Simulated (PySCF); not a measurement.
C₂H₆FInO. Atoms are numbered in the order given.

```xyz
11

In    -0.6710     0.5068    -0.0411
H     -2.2451     1.1454    -0.0988
F      0.8017     1.2636    -1.1259
O      0.0088    -1.0232     1.0451
C      1.3357    -1.5076     0.9776
C      1.7843    -1.8520    -0.4372
H      2.0466    -0.7814     1.4204
H      1.3742    -2.4120     1.6135
H      1.7856    -0.9461    -1.0660
H      2.8046    -2.2694    -0.4393
H      1.1077    -2.5986    -0.8847
```

The structure is a stationary point at B3LYP-D3(BJ)/def2-SVP. The structure was generated by enumeration; whether it is a known compound was not checked. The def2 effective core potentials stand for the cores of In; spin–orbit coupling is left out. One conformer was computed; it need not be the lowest.

These are PySCF with PBE/def2-TZVP values and carry that method's errors.

ESP charges are fitted to the potential on shells at 1.4 to 2.0 van der Waals radii. Atomic charges (e):

| atom | Mulliken | ESP fit |
|---|---|---|
| In1 | 0.76 | 0.94 |
| H2 | -0.03 | -0.15 |
| F3 | -0.46 | -0.46 |
| O4 | -0.43 | -0.62 |
| C5 | -0.01 | 0.42 |
| C6 | -0.39 | -0.40 |
| H7 | 0.08 | -0.02 |
| H8 | 0.10 | -0.01 |
| H9 | 0.16 | 0.13 |
| H10 | 0.11 | 0.08 |
| H11 | 0.11 | 0.11 |
